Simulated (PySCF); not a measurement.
CrO₂Br₂: from structure and modes to constants

These are results of PySCF, PBE, basis Cr def2-SVP, O def2-SVP, Br def2-SVP (no relativity, density fitting), not measurements.

The singlet minimum has C2v symmetry. Masses (u): Cr 51.94051, O 15.99492, Br 78.91834.

```xyz
5
charge 0 multiplicity 1, angstrom
Cr    0.0000    0.0000    0.7248
O     1.2697    0.0000    1.6266
O    -1.2697    0.0000    1.6266
Br    0.0000    1.8813   -0.5680
Br    0.0000   -1.8813   -0.5680
```

Harmonic wavenumbers (cm⁻¹): 88.1 (a1, ×1), 193.5 (b1, ×1), 220.2 (a2, ×1), 232.5 (b2, ×1), 270.3 (a1, ×1), 417.6 (b2, ×1), 438.1 (a1, ×1), 1078.9 (a1, ×1), 1093.5 (b1, ×1).

Problem. What is the harmonic zero-point energy?

Solution. Half the sum of all 9 wavenumbers, 4033/2 = 2016 cm⁻¹, which is 24.1 kJ/mol (1 cm⁻¹ = 0.0119627 kJ/mol).

Problem. Find the vibrational entropy and heat capacity at 298.15 K.

Solution. With u = 1.43878 ω/T, each mode gives S = R[u/(eᵘ−1) − ln(1−e⁻ᵘ)] and C = R u² eᵘ/(eᵘ−1)².
| ω (cm⁻¹) | u | S (J/(mol K)) | C (J/(mol K)) |
| --- | --- | --- | --- |
| 88.1 | 0.425 | 15.49 | 8.19 |
| 193.5 | 0.934 | 9.18 | 7.74 |
| 220.2 | 1.063 | 8.19 | 7.57 |
| 232.5 | 1.122 | 7.78 | 7.49 |
| 270.3 | 1.304 | 6.67 | 7.23 |
| 417.6 | 2.015 | 3.77 | 5.99 |
| 438.1 | 2.114 | 3.48 | 5.80 |
| 1078.9 | 5.207 | 0.28 | 1.25 |
| 1093.5 | 5.277 | 0.27 | 1.19 |
The sums over all modes are S = 55.1 and C = 52.5 J/(mol K); the softest mode gives 28 % of the entropy.

Other isomers or separated fragments may lie lower.
